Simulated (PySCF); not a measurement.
## Checking a proposed structure

A compound C4H8O3 gives the data below (simulated from a calculation) and was assigned the structure `COCCC(=O)O`.

13C{1H} NMR (computed): δ 175.2 (C), 97.9 (CH2), 59.1 (CH3), 23.0 (CH3).

1H NMR (600 MHz, computed): δ 5.45 (s, 2H), 3.64 (s, 3H), 2.07 (s, 3H).

Fast rotation and ring inversion assumed for equivalent nuclei, one computed conformer, in vacuum, relativity neglected. PBE0/pcSseg-1 with gauge-including orbitals; coordinates at the GFN2-xTB level; PySCF 2.14.0 with density-fitted response routines.

Scale: 1H (31.72 ppm) and 13C (186.93 ppm) against TMS (reference shieldings calculated alike).

(1) Compare with the shifts computed for the proposed structure, pairing carbons in order of shift.

(2) Which isomer fits?

## Answers

(1) Numbering as in the mapped SMILES `[CH3:1][O:2][CH2:3][CH2:4][C:5](=[O:6])[OH:7]`. Each H is labelled by its parent atom.

```json
{"atom": "C5", "computed for proposal": "176.4", "given list": "175.2", "difference": "+1.2"}
{"atom": "C3", "computed for proposal": "72.6", "given list": "97.9", "difference": "-25.3"}
{"atom": "C1", "computed for proposal": "61.6", "given list": "59.1", "difference": "+2.5"}
{"atom": "C4", "computed for proposal": "36.0", "given list": "23.0", "difference": "+13.0"}
```

The rms difference is 14.3 ppm and the largest -25.3 ppm at C3 (sp3 CH2 bonded to O). The carbon types in order of shift don't match either: C, CH2, CH3, CH2 for the proposal against C, CH2, CH3, CH3 in the data. The proposal doesn't fit.

(2) methoxymethyl acetate (COCOC(C)=O).

1. Carbon types of the structure: 1 × C, 1 × CH2, 2 × CH3, which accounts for all hydrogens.
2. δC 175.2: ester carbonyl carbon; lone-pair donation from the attached heteroatom keeps it upfield of a ketone carbonyl.
3. δC 97.9: sp3 carbon bearing two oxygens; 2 electronegative neighbours deshield it.
4. δC 59.1: methyl carbon bonded to O; the inductive effect lowers its shielding.
5. δC 23.0: methyl carbon α to a carbonyl; α to the electron-withdrawing carbonyl group.

The data come from this structure; uniqueness wasn't tested.

Shifts are as computed. Against solution values, carbons near 30 ppm lie about +3 ppm off and those near 130 ppm about +5 ppm. Of 1211 compounds with measured shifts, 218 miss one by over three times the rms of a fit or turn the order of signals round; such compounds aren't used in these exercises. Multiplicities follow the n + 1 count of equivalent neighbours, as no J values were calculated; m marks all less simple cases, F and P coupling included.
